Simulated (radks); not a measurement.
Results of a calculation; reference values are marked as such.
Isoelectronic series with 21 electrons, all held in the configuration [Ar] 3d1 4s2, which need not be the ground one along the series. Code: a radial shooting solver on a logarithmic mesh with Libxc functionals. Model: scalar-relativistic Kohn-Sham, PBE, spin-polarised, spherical densities, point nucleus; open shells are filled with parallel spins first (spin-orbit coupling, left out, can overturn this in heavy ions). Total energies (hartree) and mean radii <r> (bohr) (* marks an orbital that is empty in some or all of the ions):

ion,E (hartree),3d down*,3d up,4s down,4s up
Sc,-764.06258,1.921,1.839,3.769,3.686
V2+,-947.69663,1.137,1.126,2.572,2.549
Mn4+,-1152.62254,0.8849,0.8793,2.024,2.013
Co6+,-1378.87227,0.7376,0.7341,1.690,1.683
Cu8+,-1626.54189,0.6368,0.6343,1.458,1.453
Ga10+,-1895.75803,0.5622,0.5603,1.285,1.282
As12+,-2186.66908,0.5042,0.5027,1.151,1.148
Br14+,-2499.44207,0.4576,0.4564,1.042,1.040
Rb16+,-2834.26134,0.4192,0.4182,0.9533,0.9516
Nb20+,-3570.86094,0.3593,0.3586,0.8143,0.8132
Tc22+,-3973.09535,0.3355,0.3349,0.7590,0.7580

3d down drops below 4s down between Sc and V2+. 3d up drops below 4s up between Sc and V2+.
